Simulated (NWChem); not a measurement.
System: Si2PH6, doublet; SMILES [SiH3][P][SiH3]

The following NWChem deck was run.

```
start job
memory heap 200 mb stack 900 mb global 1100 mb
geometry units angstroms
  Si     1.716824     0.050501     0.449319
  P     -0.012406    -0.406405    -0.874091
  Si    -1.705197     0.329611     0.368215
  H      2.915468    -0.384090    -0.263348
  H      1.800311     1.487005     0.724141
  H      1.601451    -0.659990     1.725239
  H     -1.766611    -0.385292     1.645393
  H     -2.924833     0.077941    -0.395108
  H     -1.567787     1.761706     0.644294
end
basis spherical
  * library def2-svp
end
dft
  odft
  mult 2
  xc xpbe96 cpbe96
  disp vdw 4
  iterations 150
end
driver
  maxiter 120
end
task dft optimize
task dft freq
```

Excerpt of the output:

```
             Northwest Computational Chemistry Package (NWChem) 7.3.0
             --------------------------------------------------------

 C2  symmetry detected

                             Geometry "geometry" -> ""
                             -------------------------

 Output coordinates in angstroms (scale by  1.889725989 to convert to a.u.)

  No.       Tag          Charge          X              Y              Z
 ---- ---------------- ---------- -------------- -------------- --------------
    1 Si                  14.0000     1.71717117    -0.00042426     0.39647633
    2 P                   15.0000     0.00000000     0.00000000    -1.01838138
    3 Si                  14.0000    -1.71717117     0.00042426     0.39647633
    4 H                    1.0000     2.93000618     0.00714507    -0.41745569
    5 H                    1.0000     1.69039706     1.18820926     1.25232375
    6 H                    1.0000     1.68980966    -1.18904335     1.25232369
    7 H                    1.0000    -1.69039706    -1.18820926     1.25232375
    8 H                    1.0000    -2.93000618    -0.00714507    -0.41745569
    9 H                    1.0000    -1.68980966     1.18904335     1.25232369

 Effective nuclear repulsion energy (a.u.)     189.6518588692

      Symmetry information
      --------------------

 Group name             C2
 Group number              4
 Group order               2
 No. of unique centers     5

                                Z-matrix (autoz)
                                --------

 Units are Angstrom for bonds and degrees for angles

[...]

      ----------------------
      Optimization converged
      ----------------------

  Step       Energy      Delta E   Gmax     Grms     Xrms     Xmax
  ---- ---------------- -------- -------- -------- -------- --------
@    5    -923.15180269 -5.7D-07  0.00008  0.00004  0.00046  0.00086
                                     ok       ok       ok       ok

                                Z-matrix (autoz)
                                --------

 Units are Angstrom for bonds and degrees for angles

[...]

 Rotational Constants
 --------------------
 A=   0.273594 cm-1  (  0.393631 K)
 B=   0.089191 cm-1  (  0.128323 K)
 C=   0.070655 cm-1  (  0.101654 K)

 Temperature                      =   298.15K
 frequency scaling parameter      =   1.0000

 Zero-Point correction to Energy  =   30.508 kcal/mol  (  0.048617 au)
 Thermal correction to Energy     =   34.288 kcal/mol  (  0.054642 au)
 Thermal correction to Enthalpy   =   34.880 kcal/mol  (  0.055586 au)

 Total Entropy                    =   76.128 cal/mol-K
   - Translational                =   39.483 cal/mol-K (mol. weight =  92.9746)
   - Rotational                   =   24.951 cal/mol-K (symmetry #  =        2)
   - Vibrational                  =   11.694 cal/mol-K

 Cv (constant volume heat capacity) =   20.676 cal/mol-K
   - Translational                  =    2.979 cal/mol-K
   - Rotational                     =    2.979 cal/mol-K
   - Vibrational                    =   14.717 cal/mol-K

[normal modes left out]

 ----------------------------------------------------------------------------
 Normal Eigenvalue ||           Projected Infra Red Intensities
  Mode   [cm**-1]  || [atomic units] [(debye/angs)**2] [(KM/mol)] [arbitrary]
 ------ ---------- || -------------- ----------------- ---------- -----------
    1      -49.349 ||    0.000000           0.000         0.000       0.000
    2       -0.000 ||    0.000199           0.005         0.194       0.050
    3        0.000 ||    0.000027           0.001         0.026       0.007
    4        0.000 ||    0.000056           0.001         0.055       0.014
    5        0.000 ||    0.000007           0.000         0.007       0.002
    6        0.000 ||    0.000063           0.001         0.061       0.016
    7        0.000 ||    0.000049           0.001         0.048       0.012
    8       90.686 ||    0.000268           0.006         0.261       0.067
    9      130.835 ||    0.000529           0.012         0.515       0.132
   10      420.807 ||    0.000004           0.000         0.004       0.001
   11      439.819 ||    0.004869           0.112         4.746       1.215
   12      457.611 ||    0.030722           0.709        29.950       7.669
   13      497.243 ||    0.000000           0.000         0.000       0.000
   14      521.440 ||    0.017948           0.414        17.497       4.481
   15      602.438 ||    0.002486           0.057         2.423       0.620
   16      830.804 ||    0.326581           7.534       318.367      81.526
   17      869.280 ||    0.135302           3.122       131.899      33.776
   18      888.891 ||    0.086200           1.989        84.032      21.519
   19      895.856 ||    0.001448           0.033         1.412       0.362
   20      898.073 ||    0.000001           0.000         0.001       0.000
   21      900.721 ||    0.053223           1.228        51.884      13.286
   22     2132.489 ||    0.020392           0.470        19.879       5.090
   23     2138.532 ||    0.066278           1.529        64.611      16.545
   24     2141.307 ||    0.000019           0.000         0.018       0.005
   25     2148.028 ||    0.147245           3.397       143.542      36.758
   26     2172.544 ||    0.152985           3.529       149.137      38.190
   27     2173.202 ||    0.034674           0.800        33.802       8.656
 ----------------------------------------------------------------------------

 ===============================================================================
      Negative Nuclear Hessian Mode    1  Eigenvalue =    -49.35 cm**(-1)
 -------------------------------------------------------------------------------
   Raw step length:  0.523 angstroms ;  The Raw step for this mode is:
    1 Si                  14.0000    -0.00010543    -0.00916697     0.00003652
    2 P                   15.0000     0.00000000    -0.00000016    -0.00007976
    3 Si                  14.0000     0.00010542     0.00916717     0.00003651
    4 H                    1.0000    -0.00033129     0.18990064     0.00041542
    5 H                    1.0000    -0.10407905    -0.12713403     0.15275864
    6 H                    1.0000     0.10402318    -0.12642588    -0.15296196
    7 H                    1.0000     0.10408009     0.12713280     0.15275665
    8 H                    1.0000     0.00033113    -0.18989912     0.00041547
    9 H                    1.0000    -0.10402366     0.12642486    -0.15296017

  Geometry after  100.0% step for mode  1; Step length =  0.523 angstroms
   Maximum component (any atom: x,y, or z) displacement:  0.359
    1 Si                  14.0000     1.66378994    -0.00798954     0.37473466
    2 P                   15.0000     0.00000000    -0.00000016    -1.17086366
    3 Si                  14.0000    -1.66378996     0.00798975     0.37473466
    4 H                    1.0000     2.99430899     0.19392468    -0.32480575
    5 H                    1.0000     1.46942296     1.09436734     1.40939585
    6 H                    1.0000     1.68141660    -1.34795351     1.10079320
    7 H                    1.0000    -1.46942192    -1.09436857     1.40939386
    8 H                    1.0000    -2.99430915    -0.19392316    -0.32480569
    9 H                    1.0000    -1.68141709     1.34795250     1.10079498

  Geometry after -100.0% step for mode  1; Step length =  0.523 angstroms
   Maximum component (any atom: x,y, or z) displacement:  0.359
    1 Si                  14.0000     1.66400081     0.01034440     0.37466163
    2 P                   15.0000    -0.00000000     0.00000016    -1.17070415
    3 Si                  14.0000    -1.66400079    -0.01034460     0.37466164
    4 H                    1.0000     2.99497157    -0.18587660    -0.32563658
    5 H                    1.0000     1.67758106     1.34863540     1.10387857
    6 H                    1.0000     1.47337025    -1.09510176     1.40671711
    7 H                    1.0000    -1.67758210    -1.34863418     1.10388056
    8 H                    1.0000    -2.99497141     0.18587508    -0.32563664
    9 H                    1.0000    -1.47336976     1.09510278     1.40671532

  Geometry after   50.0% step for mode  1; Step length =  0.261 angstroms
   Maximum component (any atom: x,y, or z) displacement:  0.179
    1 Si                  14.0000     1.66384266    -0.00340606     0.37471641
    2 P                   15.0000     0.00000000    -0.00000008    -1.17082378
    3 Si                  14.0000    -1.66384266     0.00340616     0.37471640
    4 H                    1.0000     2.99447464     0.09897436    -0.32501346
    5 H                    1.0000     1.52146249     1.15793436     1.33301653
    6 H                    1.0000     1.62940501    -1.28474057     1.17727417
    7 H                    1.0000    -1.52146197    -1.15793497     1.33301553
    8 H                    1.0000    -2.99447472    -0.09897360    -0.32501343
    9 H                    1.0000    -1.62940526     1.28474007     1.17727506

  Geometry after  -50.0% step for mode  1; Step length =  0.261 angstroms
   Maximum component (any atom: x,y, or z) displacement:  0.179
    1 Si                  14.0000     1.66394809     0.00576091     0.37467989
    2 P                   15.0000    -0.00000000     0.00000008    -1.17074403
    3 Si                  14.0000    -1.66394808    -0.00576102     0.37467989
    4 H                    1.0000     2.99480593    -0.09092628    -0.32542888
    5 H                    1.0000     1.62554153     1.28506839     1.18025789
    6 H                    1.0000     1.52538184    -1.15831470     1.33023613
    7 H                    1.0000    -1.62554205    -1.28506777     1.18025889
    8 H                    1.0000    -2.99480585     0.09092552    -0.32542890
    9 H                    1.0000    -1.52538159     1.15831521     1.33023524

  Geometry after   55.7% step for mode  1; Step length =  0.291 angstroms
   Maximum component (any atom: x,y, or z) displacement:  0.200
    1 Si                  14.0000     1.66383661    -0.00393151     0.37471850
    2 P                   15.0000     0.00000000    -0.00000009    -1.17082835
    3 Si                  14.0000    -1.66383662     0.00393162     0.37471850
    4 H                    1.0000     2.99445565     0.10985949    -0.32498965
    5 H                    1.0000     1.51549666     1.15064702     1.34177267
    6 H                    1.0000     1.63536763    -1.29198732     1.16850637
    7 H                    1.0000    -1.51549608    -1.15064770     1.34177156
    8 H                    1.0000    -2.99445574    -0.10985864    -0.32498961
    9 H                    1.0000    -1.63536791     1.29198675     1.16850737

  Geometry after  -55.7% step for mode  1; Step length =  0.291 angstroms
   Maximum component (any atom: x,y, or z) displacement:  0.200
    1 Si                  14.0000     1.66395413     0.00628637     0.37467780
    2 P                   15.0000    -0.00000000     0.00000009    -1.17073945
    3 Si                  14.0000    -1.66395412    -0.00628648     0.37467780
    4 H                    1.0000     2.99482491    -0.10181141    -0.32545269
    5 H                    1.0000     1.63150736     1.29235572     1.17150175
    6 H                    1.0000     1.51941922    -1.15106795     1.33900393
    7 H                    1.0000    -1.63150794    -1.29235504     1.17150285
    8 H                    1.0000    -2.99482483     0.10181056    -0.32545272
    9 H                    1.0000    -1.51941894     1.15106852     1.33900293

  Geometry after   27.9% step for mode  1; Step length =  0.146 angstroms
   Maximum component (any atom: x,y, or z) displacement:  0.100
    1 Si                  14.0000     1.66386599    -0.00137704     0.37470832
    2 P                   15.0000     0.00000000    -0.00000004    -1.17080613
    3 Si                  14.0000    -1.66386600     0.00137710     0.37470832
    4 H                    1.0000     2.99454797     0.05694176    -0.32510541
    5 H                    1.0000     1.54449934     1.18607419     1.29920494
    6 H                    1.0000     1.60638053    -1.25675748     1.21113076
    7 H                    1.0000    -1.54449905    -1.18607454     1.29920439
    8 H                    1.0000    -2.99454801    -0.05694134    -0.32510539
    9 H                    1.0000    -1.60638067     1.25675720     1.21113126

  Geometry after  -27.9% step for mode  1; Step length =  0.146 angstroms
   Maximum component (any atom: x,y, or z) displacement:  0.100
    1 Si                  14.0000     1.66392475     0.00373190     0.37468797
    2 P                   15.0000    -0.00000000     0.00000004    -1.17076168
    3 Si                  14.0000    -1.66392475    -0.00373195     0.37468798
    4 H                    1.0000     2.99473260    -0.04889369    -0.32533693
    5 H                    1.0000     1.60250468     1.25692855     1.21406948
    6 H                    1.0000     1.54840632    -1.18629779     1.29637954
    7 H                    1.0000    -1.60250497    -1.25692821     1.21407003
    8 H                    1.0000    -2.99473255     0.04889326    -0.32533694
    9 H                    1.0000    -1.54840618     1.18629808     1.29637904
```

Level: PBE-D3(BJ)/def2-SVP, spin-unrestricted. The optimisation ended at a saddle point (imaginary frequency).
